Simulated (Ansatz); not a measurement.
Task: Name a neutral molecule of Br, O, Si and H with ideal-gas entropy at 298 K and 1 bar (rigid rotor, harmonic PBE0-D4/def2-TZVP) between 315 and 331 J/(mol·K) and size of the dipole moment (ωB97M-V/def2-TZVPP) between 1.35 and 1.65 D (Ansatz, PBE0-D4/def2-TZVP geometry).

Result: `O[SiH](O)Br` (330 J/(mol·K), 1.39 D). Other molecules can fit too; these were computed, each in one conformer that needn't be the lowest.
